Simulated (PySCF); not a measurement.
Atom-mapped SMILES (the numbers label the heavy atoms): `[CH2:1]=[C:2]([O:3][SiH3:4])[C@H:5]([CH3:6])[F:7]`. Hydrogens are named by the atom that carries them. Ha(C1) is cis to O3; Hb(C1) is trans to O3.

GIAO PBE0/pcSseg-1 shifts (PySCF 2.14.0 with density-fitted response routines, gas phase, non-relativistic, equivalent atoms averaged), each against references optimised in the same way as the molecule (TMS, H2O, CFCl3).

On the GFN2-xTB geometry: C2 169.9, C5 92.7, C1 88.4, C6 23.6, O3 95.8, Si4 -42.6, F7 -212.0, H(C5) 5.05, H(Si4) 4.98, Hb(C1) 4.85, Ha(C1) 4.32, H(C6) 1.49 ppm.

Q: What changes on the PBE0-D3(BJ)/def2-SVP geometry?

A: 
```tsv
atoms	δ (ppm)	change
C2	169.4	-0.5
C5	89.1	-3.6
C1	88.2	-0.2
C6	21.5	-2.1
O3	100.6	+4.8
Si4	-34.9	+7.7
F7	-207.7	+4.3
H(C5)	4.71	-0.34
H(Si4)	4.90	-0.08
Hb(C1)	4.81	-0.04
Ha(C1)	4.34	+0.02
H(C6)	1.40	-0.09
```

Unscaled 19F shifts against computed CFCl3 carry errors that often reach 10 to 50 ppm.

Part of each change is the reference's own: σ(TMS, C) goes from 186.9 to 184.4 ppm, σ(H2O, O) goes from 336.1 to 334.6 ppm, σ(TMS, Si) goes from 349.2 to 352.0 ppm, σ(CFCl3, F) goes from 170.9 to 177.2 ppm, σ(TMS, H) goes from 31.72 to 31.27 ppm.

Bonds between heavy atoms that differ most (equivalent bonds averaged): O3–Si4 1.630 → 1.684 Å, C1–C2 1.323 → 1.336 Å, C5–C6 1.524 → 1.513 Å, C2–C5 1.513 → 1.507 Å, C2–O3 1.350 → 1.354 Å. Mean change of bonds to hydrogen: C–H +0.013 Å, Si–H +0.030 Å.
